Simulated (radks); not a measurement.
Spherical jellium clusters: N electrons in a uniform positive sphere of charge N and radius rs N^(1/3), rs = 2.04 bohr. Calculated with a radial shooting solver with Libxc functionals: non-relativistic Kohn-Sham, PBEsol, spin-polarised, spherical densities. Levels are named by radial order and angular momentum (1s, 1p, 1d, 2s, ...), and open shells are averaged over m.

N = 10, configuration 1s2 1p6 1d(up 2, down 0). This is the lowest configuration that the search found. Occupied and some empty levels:

level    occupation  eigenvalue (eV)  <r> (bohr)
1s up             1          -10.861       2.915
1s down           1          -10.617       2.832
1p up             3          -6.7481       3.772
1p down           3          -6.2691       3.706
1d up             2          -2.4695       4.800
2s up             0          -2.3236       5.317
2s down           0          -1.8771       5.371
1d down           0          -1.8601       4.812

Energy (eV): total -1.00801, kinetic 53.276, external -691.53, Hartree 324.80, exchange-correlation -59.043, background 371.48.
